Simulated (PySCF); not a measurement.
## AlF₃ + BF → AlF + BF₃

Level: B3LYP in the def2-TZVP basis family, all electrons, no relativity, computed in PySCF with density fitting; open shells unrestricted.

| species | state and structure | E (Eh) | ZPE (kJ/mol) | H(298 K) − H(0) (kJ/mol) | S° (J/(mol K)) |
| --- | --- | --- | --- | --- | --- |
| AlF₃ | singlet, D3h, Al–F 1.634 Å (×3) | -542.35837 | 20.1 | 14.2 | 278.1 |
| BF | singlet, C∞v, B–F 1.265 Å | -124.72088 | 8.4 | 8.7 | 200.6 |
| AlF | singlet, C∞v, Al–F 1.672 Å | -342.41115 | 4.6 | 8.9 | 215.3 |
| BF₃ | singlet, D3h, B–F 1.316 Å (×3) | -324.71421 | 32.4 | 11.7 | 254.8 |

(1) What is the electronic reaction energy?

(2) Add zero-point, thermal and entropy terms for 298.15 K and 1 bar.

## Answers

(1) At B3LYP/def2-TZVP, ΔE = -121.1 kJ/mol from the differences of the total energies times 2625.5, downhill. Both ends count: the low oxidation state of boron is very reactive, and aluminium holds its high one more weakly.

(2) ΔZPE = 8.5 and Δ[H(298) − H(0)] = -2.3 kJ/mol give ΔH° = -114.9 kJ/mol. ΔS° = -8.6 J/(mol K), so ΔG° = -114.9 − 298.15 × (-0.0086) = -112 kJ/mol and log₁₀K = 19.7.

Each species is the lowest minimum found with this bonding; other isomers or fragments can lie lower.
